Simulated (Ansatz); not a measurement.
Reaction (formal exchange of groups at the Si–C bond): `C[SiH](F)CS` + `OCC[SiH2]S` → `C[SiH](F)[SiH2]S` + `OCCCS`

Gas-phase electronic energies from Ansatz, PBE0-D4/def2-TZVP geometries. CCSD(T)/CBS is the MP2 limit (def2-TZVPP, def2-QZVPP) plus CCSD(T) − MP2 in def2-TZVPP, frozen cores. DFT in def2-TZVPP. B3LYP here is the variant with VWN-RPA as its local correlation; programs differ in this. One conformer a species, not always the lowest.

```tsv
level	ΔE (eV)
PBE0-D4	0.50
r2SCAN	0.57
B3LYP	0.50
HF/def2-TZVPP	0.51
SCS-MP2/def2-TZVPP	0.61
CCSD/def2-TZVPP	0.57
HF/def2-QZVPP	0.51
CCSD/CBS(def2)	0.57
```

Question: What does CCSD(T)/CBS give? (Best estimate.)

Answer: Computed: +0.58 eV. The listed levels differ from it by -0.08, -0.01, -0.08, -0.07, 0.03, -0.01, -0.07, -0.01 eV.

Largest T1 diagnostic among the species: 0.012.

From PBE to PBE0 (25 % exact exchange), in def2-TZVPP and without D4, ΔE moves by +0.04 eV. The D4 term adds +0.06 eV with B3LYP and +0.03 eV with PBE0; it sums over pairs of atoms, weighted by their polarisabilities, and B3LYP, whose exchange is more repulsive, gets the larger term.
